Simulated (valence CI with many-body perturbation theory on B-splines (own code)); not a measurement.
Values are calculated unless marked as measured or tabulated.
**Ladder of approximations for Pt LXIII**

Level of theory: valence CI with perturbative core correlation (CI+MBPT): six valence electrons over a frozen Dirac-Fock core [Ne], radial functions for each j: 9 s, 9 p, 8 d, 6 f, 3 g, 1 h, with the one-electron correlation potential Σ1 (screened to all orders), the two-electron term Σ2, the three-electron term Σ3, Breit, model QED; selected single and double excitations, second order for the rest, scaled by the run's own slope (own B-spline code, finite nucleus).

No measured spectrum was set against this ion. As an estimate, large intervals hold to a few tenths of a per cent, small ones and those within an open d or f shell to about a per cent. Among the levels kept, up to 1000 cm⁻¹ of a level comes from second order outside the variational space, and about a tenth of that is noise between levels of different J, which matters for small intervals.

Each rung adds one term. CI alone is the Dirac-Coulomb CI over the frozen core; QED comes last and gives the full result, which names the levels. Energies are above (3s^2 3p1/2^2 3p3/2^2) J=2 on the same rung, in eV.

Levels are named by their leading jj configuration (3d3/2^4 stands for four electrons in 3d with j = 3/2), which in mixed levels can hold well under half, so a name can repeat and another be missing.

| Level | CI alone |
| --- | --- |
| (3s^2 3p1/2^2 3p3/2^2) J=0 | 20.68 |
| (3s^2 3p1/2^2 3p3/2 3d3/2) J=2 | 254.10 |
| (3s^2 3p1/2^2 3p3/2 3d3/2) J=1 | 263.33 |
| (3s^2 3p1/2^2 3p3/2 3d3/2) J=0 | 262.78 |
| (3s^2 3p1/2^2 3p3/2 3d3/2) J=3 | 264.45 |
| (3s^2 3p1/2^2 3p3/2 3d5/2) J=4 | 363.77 |
| (3s^2 3p1/2^2 3p3/2 3d5/2) J=2 | 371.22 |
| (3s^2 3p1/2^2 3p3/2 3d5/2) J=3 | 391.65 |
| (3s^2 3p1/2^2 3p3/2 3d5/2) J=1 | 403.02 |
| (3s^2 3p1/2 3p3/2^3) J=1 | 452.58 |
| (3s^2 3p1/2 3p3/2^3) J=2 | 463.30 |
| (3s^2 3p1/2^2 3d3/2^2) J=2 | 519.01 |
| (3s^2 3p1/2^2 3d3/2^2) J=0 | 544.29 |
| (3s^2 3p1/2^2 3d3/2 3d5/2) J=3 | 633.48 |
| (3s^2 3p1/2^2 3d3/2 3d5/2) J=2 | 645.18 |
| (3s^2 3p1/2^2 3d3/2 3d5/2) J=4 | 651.68 |

(1) What do these energies become with core correlation, Breit and QED?

(2) How does the ionisation energy move along the ladder, and which term matters most?

## Answers

(1) (3s^2 3p1/2^2 3p3/2^2) J=0 21.20 (+0.517); (3s^2 3p1/2^2 3p3/2 3d3/2) J=2 251.36 (-2.744); (3s^2 3p1/2^2 3p3/2 3d3/2) J=1 260.67 (-2.661); (3s^2 3p1/2^2 3p3/2 3d3/2) J=0 260.88 (-1.902); (3s^2 3p1/2^2 3p3/2 3d3/2) J=3 261.08 (-3.371); (3s^2 3p1/2^2 3p3/2 3d5/2) J=4 358.28 (-5.490); (3s^2 3p1/2^2 3p3/2 3d5/2) J=2 366.03 (-5.187); (3s^2 3p1/2^2 3p3/2 3d5/2) J=3 385.83 (-5.812); (3s^2 3p1/2^2 3p3/2 3d5/2) J=1 398.13 (-4.891); (3s^2 3p1/2 3p3/2^3) J=1 448.55 (-4.026); (3s^2 3p1/2 3p3/2^3) J=2 458.64 (-4.669); (3s^2 3p1/2^2 3d3/2^2) J=2 513.53 (-5.485); (3s^2 3p1/2^2 3d3/2^2) J=0 539.87 (-4.420); (3s^2 3p1/2^2 3d3/2 3d5/2) J=3 625.33 (-8.158); (3s^2 3p1/2^2 3d3/2 3d5/2) J=2 637.17 (-8.013); (3s^2 3p1/2^2 3d3/2 3d5/2) J=4 642.39 (-9.283).

(2) CI alone 6796.2, + Σ1 6797.2, + Σ2 6797.4, + Σ3 6796.6, + Breit 6790.4, + QED 6789.7 eV. The largest step is Breit, -6.2 eV. NIST lists 6787 ± 15 eV (theoretical).
